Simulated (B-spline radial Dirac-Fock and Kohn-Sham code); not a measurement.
**Relativistic shifts of the levels of Hg⁷³⁺**

System: the Hg⁷³⁺ ion in the configuration [He] 2s2 2p3.

Both columns are ΔSCF binding energies of the configuration average from a radial B-spline solver: non-relativistic Hartree-Fock with a point nucleus, and Dirac-Fock with a finite nucleus and the Coulomb interaction alone, averaged over the two j levels with weights 2j+1.

| shell | Hartree-Fock (eV) | Dirac-Fock (eV) | shift (eV) | shift (%) |
| --- | --- | --- | --- | --- |
| 1s | 83388.5 | 91833.4 | +8444.90 | +10.13 |
| 2s | 19656.2 | 22172.4 | +2516.22 | +12.80 |
| 2p | 19400.7 | 20419.3 | +1018.57 | +5.25 |

Relativity binds 1s, 2s, 2p more strongly, among those listed most of all 2s in relative terms.

Values without a named source are computed, but for edge energies of neutral atoms, which are taken from tables.
